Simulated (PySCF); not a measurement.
C5H7FO.

```xyz
14

C      1.9825    -0.3722    -0.5861
O      1.2320     0.5866     0.1194
C     -0.1174     0.3336     0.2888
F     -0.5339     1.2716     1.1899
C     -0.5940    -1.0815     0.6048
C     -1.3755    -1.1334    -0.4858
C     -1.0388     0.2646    -0.9830
H      3.0110     0.0096    -0.6434
H      1.9940    -1.3519    -0.0755
H      1.6102    -0.5264    -1.6161
H     -0.3858    -1.7660     1.4301
H     -2.0429    -1.9015    -0.8844
H     -1.8605     0.9973    -0.9553
H     -0.5189     0.3353    -1.9524
```

Geometry optimised at B3LYP-D3(BJ)/def2-SVP. The structure was generated by enumeration; whether it is a known compound was not checked. One conformer was computed; it need not be the lowest.

Computed with PySCF with PBE0/pcSseg-1. Non-relativistic, no solvent.

**Question.** Give the absolute GIAO shielding of each atom: isotropic value and principal components (ppm). (Estimate from the structure and the level; the computed values follow.)

**Answer.** 
```csv
atom,σ(iso),σ11,σ22,σ33,span
C1,131.8,103.0,110.0,182.5,79.5
O2,268.9,225.5,251.3,329.8,104.3
C3,66.9,51.2,56.1,93.3,42.1
F4,300.7,212.4,329.5,360.1,147.7
C5,34.8,-72.6,44.8,132.3,205.0
C6,32.0,-96.6,30.4,162.2,258.8
C7,139.0,122.1,140.0,154.9,32.8
H8,27.6,23.8,25.4,33.6,9.8
H9,28.0,24.4,26.1,33.6,9.2
H10,28.2,24.4,26.7,33.5,9.1
H11,24.8,23.8,25.0,25.5,1.7
H12,24.5,22.5,25.1,26.0,3.4
H13,28.4,25.5,26.9,32.7,7.1
H14,28.1,24.9,27.8,31.8,6.9
```
